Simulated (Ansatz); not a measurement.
CH₁₀Si₃, SMILES `C[SiH2][SiH2][SiH3]`, relaxed with RKS PBE0-D4/def2-TZVP in Ansatz 0.2.0 from a PBE-D4/def2-SVP geometry. The force threshold is 0.005 eV/Å; the program also tests the step.

Charge 0, multiplicity 1.

Start:

```xyz
14

C    -1.596   -2.145    0.511
Si   -1.084   -0.320    0.473
Si    1.042   -0.012   -0.493
Si    1.604    2.271   -0.498
H    -1.633   -2.562   -0.515
H    -2.599   -2.261    0.969
H    -0.873   -2.742    1.102
H    -1.050    0.247    1.871
H    -2.080    0.491   -0.319
H     2.079   -0.788    0.283
H     1.046   -0.536   -1.909
H     2.957    2.520   -1.109
H     0.575    3.043   -1.282
H     1.612    2.794    0.915
```

Q: How much energy does the relaxation release, and in how many steps? (Estimate.)

A: Ansatz gave: 0.04 eV, in 4 steps.

Q: Which bonds change most? (An estimate is asked.)

A: Computed: C1–Si2 from 1.896 to 1.876 Å; Si4–H13 from 1.506 to 1.488 Å; Si4–H14 from 1.506 to 1.488 Å; Si4–H12 from 1.506 to 1.488 Å.

Q: Give the relaxed structure. (An estimate is asked.)

A: Computed: 
```xyz
14

C    -1.587   -2.134    0.507
Si   -1.082   -0.327    0.471
Si    1.029   -0.005   -0.486
Si    1.598    2.263   -0.496
H    -1.623   -2.545   -0.503
H    -2.575   -2.249    0.959
H    -0.874   -2.723    1.089
H    -1.054    0.228    1.855
H    -2.072    0.470   -0.308
H     2.058   -0.766    0.280
H     1.038   -0.520   -1.886
H     2.938    2.488   -1.103
H     0.591    3.034   -1.275
H     1.616    2.786    0.897
```
